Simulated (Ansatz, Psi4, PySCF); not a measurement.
CH₅Si, charge -1, singlet, at the geometry of the source list (in this run its highest filled SCF level lies above zero, so its values depend strongly on the basis, on diffuse functions most of all). Base run: CCSD(T)/cc-pVDZ run with PySCF.

Here is a job for PySCF.
```python
from pyscf import gto, scf, cc

mol = gto.Mole()
mol.atom = '''
    C     0.000000    0.198748   -0.787253
    Si    0.000000    0.198748    1.092916
    H     0.000000   -0.821014   -1.179150
    H    -0.883140    0.708629   -1.179150
    H     0.883140    0.708629   -1.179150
    H    -1.204844   -0.496869    1.615895
    H     1.204844   -0.496869    1.615895
'''
mol.basis = 'cc-pvdz'
mol.charge = -1
mol.spin = 0
mol.verbose = 4
mol.build()

mf = scf.RHF(mol)
mf.kernel()

mycc = cc.CCSD(mf)
mycc.kernel()
et = mycc.ccsd_t()
print('E(CCSD(T)) = %.10f' % (mycc.e_tot + et))
```

The same geometry, method and basis name were run in Ansatz (an electronic-structure program) and Psi4 and PySCF, at each program's defaults and at the settings that a row names. The base is PySCF at its defaults. Differences at the defaults can come from grids, fitting, cores and function types together.

| code and settings | ΔE vs base (µEh) | basis functions | E (Eh) | SCF cycles |
|---|---|---|---|---|
| PySCF, defaults (exact integrals, spherical functions, all electrons correlated) | 0.0 | 57 | -329.96062 | 9 |
| Psi4, defaults (exact integrals, spherical functions, all electrons correlated) | 0.0 | 57 | -329.96062 | 11 |
| Ansatz, defaults (factorised integrals, spherical functions, frozen core) | 9581 | 57 | -329.95104 | - |
| PySCF, frozen core | 9579 | 57 | -329.95105 | 9 |
| Psi4, exact integrals, spherical functions, frozen core | 9579 | 57 | -329.95105 | 11 |
| Ansatz, high accuracy, frozen core | 9579 | 57 | -329.95105 | - |
